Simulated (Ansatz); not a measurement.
Isolated molecules relaxed with PBE0-D4/def2-TZVP in Ansatz; ΔE leaves out vibrations. CCSD(T)/CBS is the MP2 limit (def2-TZVPP, def2-QZVPP) plus CCSD(T) − MP2 in def2-TZVPP, frozen cores. DFT in def2-TZVPP. B3LYP here is the variant with VWN-RPA as its local correlation; programs differ in this. For Ge outer-core shells are correlated without core-valence functions, which leaves a few kJ/mol of doubt a bond. Scalar relativity is left out up to krypton. Each species was taken in one conformer, which may not be the lowest.

Reaction (cleavage of the Si–Si bond): `[SiH3][SiH2][SiH2][GeH2][SiH2][SiH3]` + `CC(N)N` → `CC(N)N[SiH3]` + `[SiH3][SiH2][GeH2][SiH2][SiH3]`

Q: Is it downhill or uphill in electronic energy at CCSD(T)/CBS, and by how much? (Estimate.)

A: Ansatz gave: Downhill: ΔE = -33.2 kJ/mol.

Q: What do these levels give: r2SCAN-D4, B3LYP-D4, B2PLYP, PBE0, MP2/def2-TZVPP, HF/CBS(def2)? (An estimate is asked.)

A: Ansatz gave: r2SCAN-D4 -29.8, B3LYP-D4 -34.8, B2PLYP -41.8, PBE0 -25.6, MP2/def2-TZVPP -41.3, HF/CBS(def2) -58.1 kJ/mol.

Largest T1 diagnostic among the species: 0.013.

The D4 term adds +6.4 kJ/mol with B3LYP and +4.0 kJ/mol with PBE0; it sums over pairs of atoms, weighted by their polarisabilities, and B3LYP, whose exchange is more repulsive, gets the larger term. From PBE to PBE0 (25 % exact exchange), in def2-TZVPP and without D4, ΔE moves by −4.2 kJ/mol. In def2-TZVPP, CCSD(T) changes the Hartree–Fock value by +21.9 kJ/mol (the triples alone add +3.0 kJ/mol) and MP2 by +15.4 kJ/mol.
